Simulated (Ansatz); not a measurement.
The cluster AgI₂: single points at one geometry.

```yaml
crystal:
  periodic: [false, false, false]
  atoms:
    - {symbol: Ag, position_ang: [-0.000460, 0.000442, 0.000402]}
    - {symbol: I, position_ang: [-1.800489, -0.143117, -1.833630]}
    - {symbol: I, position_ang: [1.800949, 0.142675, 1.833228]}
basis:
  gaussian: {orbitals: def2-TZVP, initial_orbitals: start.molden}
magnetization: {spin_polarized: true, initial_magnetization: 1}
hamiltonian: {xc: {name: wB97M-V}}
scf: {omitted_lower_state_checks: [starts]}
output: {orbitals: {seedname: orbitals}}
```

The file start.molden holds the orbitals of an earlier run on this structure, at another level or in another basis.

```sh
$ ansatz run in.yaml --threads 4 --pin off --events-out ev --progress --plain --max-ram 3916MiB
```

It prints (some lines left out):

```
Functional definition: wB97M-V
  name "wB97M-V"
  cite "Mardirossian & Head-Gordon, J. Chem. Phys. 144, 214110 (2016) doi:10.1063/1.4952647"
  cite "Becke, J. Chem. Phys. 107, 8554 (1997) doi:10.1063/1.475007"
  cite "Vydrov & Van Voorhis, J. Chem. Phys. 133, 244103 (2010) doi:10.1063/1.3521275"
  # Of w^i u^j: cxij and so on, Table III.
  parameter omega = 0.3/bohr
  parameter cx = 0.15
  parameter cx01 = 1.007
  parameter cx10 = 0.259
  parameter css00 = 0.443
  parameter css04 = -1.437
  parameter css10 = -4.535
  parameter css20 = -3.390
  parameter css43 = 4.278
  parameter cos00 = 1.000
  parameter cos10 = 1.358
  parameter cos20 = 2.924
  parameter cos21 = -8.812
  parameter cos60 = -1.390
  parameter cos61 = 9.142
  parameter b = 6.0
  parameter c = 0.01
  gx(w, u) = 1 - cx + cx01*u + cx10*w
  gss(w, u) = css00 + css04*u^4 + css10*w + css20*w^2 + css43*w^4*u^3
  gos(w, u) = cos00 + cos10*w + (cos20 + cos21*u)*w^2 + (cos60 + cos61*u)*w^6
  exchange = spin_sum(e_x_unif_sr(omega)*gx(b97_w, b97_u_x)) + cx*exact_x_sr(omega) + exact_x_lr(omega)
  correlation = spin_sum(e_c_pw_mod_same_spin*gss(b97_w, b97_u_same))
      + integral(e_c_pw_mod_opposite_spin*gos(b97_w_opposite, b97_u_opposite)) + vv10(b, c)
these checks for a lower state are left out or cut short: starts
1131 factors; their error is unknown
222 factors; integrals over basis functions are off by at most 4.6e-5 eV
mean field evaluation 1: about -20200.1620 eV, gradient 5.6e0 eV
mean field evaluation 2: about -20200.2382 eV, gradient 1.2e-1 eV
mean field evaluation 4: about -20200.5775 eV, gradient 1.3e-3 eV
mean field evaluation 8: about -20200.5775 eV, gradient 3.1e-4 eV
mean field -20200.57751150 eV, -742.3575311045 hartree, gradient 9.5e-6 eV, S^2 0.761645; 0 other end points of the search recorded, 0 dependent functions left out
reference -20200.57755236 eV, -742.3575326061 hartree; 35, 34 occupied and 105, 106 virtual orbitals, 1131 factors
Total energy: -20200.57755236 eV, -742.3575326061 hartree
Checks for a lower state left out: starts
```

Hardware: 4 threads of Intel Xeon 6975P-C on a shared host. Wall time 50 s, peak host memory 1.1 GiB.

As the first input, with `hamiltonian: {xc: {name: LC-wPBE, parameters: {omega: 0.1/bohr}}}` (abridged; 7.5 s):

```
Functional definition: LC-wPBE
mean field -20203.93446243 eV, -742.4808967755 hartree, gradient 4.0e-6 eV, S^2 0.752556
Total energy: -20203.93446251 eV, -742.4808967786 hartree
Checks for a lower state left out: starts
```

First input, but with `gaussian: {orbitals: def2-SVP, initial_orbitals: start.molden}`, `hamiltonian: {xc: pbe0, dispersion: d4}` (abridged; 3.4 s):

```
Functional definition: PBE0
mean field -20202.83901369 eV, -742.4406397771 hartree, gradient 2.5e-6 eV, S^2 0.754074
Total energy: -20202.93734762 eV, -742.4442534822 hartree
Checks for a lower state left out: starts
```

As the first input, with `gaussian: {orbitals: def2-TZVPD, initial_orbitals: start.molden}`, `hamiltonian: {xc: pbe, dispersion: d4}` (abridged; 6.5 s):

```
Functional definition: PBE
mean field -20203.70203351 eV, -742.4723551704 hartree, gradient 6.6e-6 eV, S^2 0.751821
Total energy: -20203.81473518 eV, -742.4764968803 hartree
Checks for a lower state left out: starts
```

As the first input, with `gaussian: {orbitals: def2-TZVPD, initial_orbitals: start.molden}`, `hamiltonian: {xc: r2scan, dispersion: d4}` (abridged; 14 s):

```
Functional definition: r2SCAN
mean field -20211.65678313 eV, -742.7646868270 hartree, gradient 2.6e-6 eV, S^2 0.753684
Total energy: -20211.67982603 eV, -742.7655336378 hartree
Checks for a lower state left out: starts
```

First input, but with `gaussian: {orbitals: def2-TZVPD, initial_orbitals: start.molden}`, `hamiltonian: {xc: pbe0, dispersion: d4}` (abridged; 10 s):

```
Functional definition: PBE0
mean field -20204.30628056 eV, -742.4945608400 hartree, gradient 7.0e-6 eV, S^2 0.755469
Total energy: -20204.40462263 eV, -742.4981748444 hartree
Checks for a lower state left out: starts
```

Geometry: PBE0-D4/def2-TZVP.

In the def2 sets Ag, I take a core potential; there is no spin–orbit coupling. At PBE-D4/def2-TZVPD the gap within one spin of the charge 0 doublet nearly closes, so an electron or hole may be smeared out by delocalisation error. The structure comes from a short search, and lower isomers may exist.
